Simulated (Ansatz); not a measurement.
F$_{2}$H$_{3}$NSeSn, SMILES `[NH2][Sn]([F])([F])[SeH]`, relaxed with RKS PBE-D4/def2-SVP in the Gaussian-basis code of Ansatz from a rough embedded geometry. The force threshold is 0.03 eV/Å; the program also tests the step.

The species carries charge 0 and has multiplicity 1. Sn: def2 effective core potential.

Start:

```xyz
8

N     1.111    0.224   -0.990
Sn   -0.679    0.173   -0.096
F    -1.389   -1.593   -0.274
F    -1.924    1.421   -0.992
Se   -0.448    0.750    2.377
H     1.045   -0.069   -2.001
H     1.750   -0.471   -0.544
H     0.534   -0.435    2.519
```

```tsv
step	energy (eV)	largest force (eV/Å)	largest move (Å)
1	-78125.7819	1.613	0.000
2	-78125.9024	0.372	0.156
3	-78125.9278	0.237	0.085
4	-78125.9317	0.079	0.031
5	-78125.9401	0.158	0.142
6	-78125.9430	0.132	0.055
7	-78125.9468	0.039	0.065
8	-78125.9519	0.175	0.135
9	-78125.9535	0.223	0.089
10	-78125.9564	0.013	0.070
11 (rejected)	-78125.9559	0.088	0.060
12	-78125.9569	0.017	0.029
13	-78125.9574	0.171	0.098
14	-78125.9583	0.094	0.013
15	-78125.9630	0.106	0.137
16	-78125.9683	0.134	0.111
17	-78125.9695	0.335	0.097
18	-78125.9726	0.314	0.090
19	-78125.9810	0.167	0.159
20	-78125.9893	0.240	0.110
21	-78125.9957	0.072	0.087
22 (rejected)	-78125.9940	0.373	0.096
23	-78125.9971	0.034	0.048
24	-78125.9977	0.150	0.092
25	-78125.9986	0.032	0.006
26	-78125.9989	0.009	0.040
27	-78125.9990	0.048	0.036
28 (rejected)	-78125.9989	0.032	0.022
29	-78125.9991	0.006	0.011
```

End:

```xyz
8

N     1.228    0.327   -1.233
Sn   -0.367    0.081    0.025
F    -1.110   -1.734    0.083
F    -1.797    1.105   -0.821
Se    0.082    0.748    2.420
H     0.892    0.271   -2.206
H     1.899   -0.445   -1.104
H    -0.828   -0.353    2.836
```

Hardware: 4 threads of an AMD EPYC 9R45 on a shared host. Wall time 15 s, peak host memory 0.2 GiB.
